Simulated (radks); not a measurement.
Removal energies from the iridium ion Ir10+, [Kr] 4d10 4f14 5s2 5p5, by Delta-SCF beside the eigenvalue of the level emptied. Method: scalar-relativistic Kohn-Sham, BLYP, spin-polarised, spherical densities, finite nucleus; Fermi nuclear charge, rms radius of each element as measured or else 0.836 A^(1/3) + 0.57 fm; computed with a radial shooting solver on a logarithmic mesh with Libxc functionals. Open shells are filled with parallel spins first.

removed from	final configuration	Delta-SCF (eV)	-eigenvalue (eV)
5p	[Kr] 4d10 4f14 5s2 5p4	217.71	207.60
4f	[Kr] 4d10 4f13 5s2 5p5	243.81	226.77
5s	[Kr] 4d10 4f14 5s1 5p5	266.28	255.14
4d	[Kr] 4d9 4f14 5s2 5p5	473.86	456.41
